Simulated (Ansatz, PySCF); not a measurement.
Molecule: AlH₂ (charge +1, singlet). 
Coordinates optimised at B3LYP-D3(BJ)/def2-TZVP (Ansatz, an electronic-structure program):
```
Al
H 1 1.5491
H 1 1.5491 2 180.00
```
Charge +1, spin multiplicity 1.

Total electronic energies in hartree. Valence correlation only, unless marked. No spin-orbit coupling. No relativistic terms. CBS(X,Y): correlation extrapolated as X^-3; Hartree-Fock from the larger set (for Q and 5 zeta extrapolated as (X+1)exp(-9√X)). The bracket is a focal-point correction in the basis named.

```tsv
level	program	energy (Eh)
HF/cc-pV(D+d)Z	Ansatz	-242.78177
HF/def2-TZVPPD	Ansatz	-242.78561
HF/aug-cc-pV(Q+d)Z	Ansatz	-242.79192
RI-HF/cc-pV(T+d)Z	Ansatz	-242.78986
TPSSh-D3(BJ)/def2-TZVPD	PySCF + dftd3	…
PW6B95-D3(BJ)/def2-TZVPD	PySCF + dftd3	-243.53402
PW6B95-D4/def2-TZVPD	PySCF + dftd4	-243.53401
LC-wPBE-D3(BJ)/def2-TZVPD	Ansatz + dftd3	-243.21472
RPA@PBE/cc-pV(Q+d)Z	Ansatz	-242.93925
MP2/STO-3G	Ansatz	-240.00105
RI-MP2/def2-TZVPPD	Ansatz	-242.84656
RI-MP2/def2-QZVPPD	Ansatz	-242.85711
SCS-MP2/STO-3G	Ansatz	-240.00644
SCS-MP2/def2-SVP	Ansatz	-242.75972
SCS-MP2/def2-SVPD	Ansatz	-242.76444
SCS-MP2/cc-pV(T+d)Z	Ansatz	-242.86146
CCSD/STO-3G	Ansatz	-240.01721
CCSD/def2-TZVPP	Ansatz	-242.86286
CCSD/CBS(cc-pV(T+d)Z,cc-pV(Q+d)Z)	Ansatz	-242.8746
RI-MP2/CBS(cc-pV(T+d)Z,cc-pV(Q+d)Z)+[CCSD(T)-MP2]/cc-pV(T+d)Z	Ansatz	-242.8772
RI-MP2/CBS(def2-TZVPP,def2-QZVPP)+[CCSD(T)-MP2]/def2-QZVPP	Ansatz	-242.8768
CCSD(T)/CBS(aug-cc-pV(T+d)Z,aug-cc-pV(Q+d)Z)	Ansatz	-242.8753
CCSD(T)/CBS(cc-pV(Q+d)Z,cc-pV(5+d)Z)	Ansatz	-242.8755
```

Problem. What belongs in the gaps?

Solution. 
- TPSSh-D3(BJ)/def2-TZVPD, energy (Eh): -243.32159
